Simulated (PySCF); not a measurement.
**Unknown compound**

Molecular formula: C$_{4}$H$_{9}$BO$_{3}$. Simulated spectra:

$^{1}$H NMR (600 MHz, computed): δ 4.04 (m, 4H), 3.63 (s, 3H), 1.60 (m, 2H).

$^{13}$C{$^{1}$H} NMR (computed): δ 65.2 (2C), 51.0, 31.0.

PySCF calculation with PBE0-D3(BJ)/def2-SVP geometry, KT3/pcSseg-1 with gauge-including orbitals and B3LYP/pcJ-1 coupling constants (spin–dipole term only in couplings to heteroatoms); a single conformation, averaged over atoms made equivalent by symmetry, fast rotation or ring inversion, non-relativistic Hamiltonian, no solvent.

δ = σ(ref) − σ, references computed at the same level: $^{1}$H, $^{13}$C against TMS.

**Question.** Deduce the structure.

**Answer.** 
- 3 carbon signals for 4 carbons: some carbons are equivalent by symmetry or fast rotation.
- Carbon types of the structure: 3 × CH2, 1 × CH3, which accounts for all hydrogens.
- δC 65.2: sp3 CH2 bonded to O; pulled downfield by the heteroatom.
- δC 51.0: methyl carbon bonded to O; the inductive effect lowers its shielding.
- δC 31.0: sp3 CH2 in a ring; saturated and bonded to C and H only.
- δH 4.04: hydrogen on an sp3 CH2 bonded to O; its carbon carries O, hence the downfield position.
- δH 3.63: hydrogen on a methyl carbon bonded to O; its carbon carries O, hence the downfield position.
- δH 1.60: hydrogen on an sp3 CH2 in a ring.

Structure: SMILES B1(OC)OCCCO1.

The data come from this structure; uniqueness wasn't tested.

Splittings below 1 Hz are ignored in the labels, and close J values are merged. Couplings among chemically equivalent protons are left out too, so labels in AA′BB′ or AA′XX′ sets are apparent multiplicities. Unscaled 3J(H,H) at this level run about 10 % above measured values. Shifts are as computed, not scaled to solution data. Of 1309 compounds with measured shifts, 239 miss one by over three times the rms of a fit or turn the order of signals round; such compounds aren't used in these exercises.
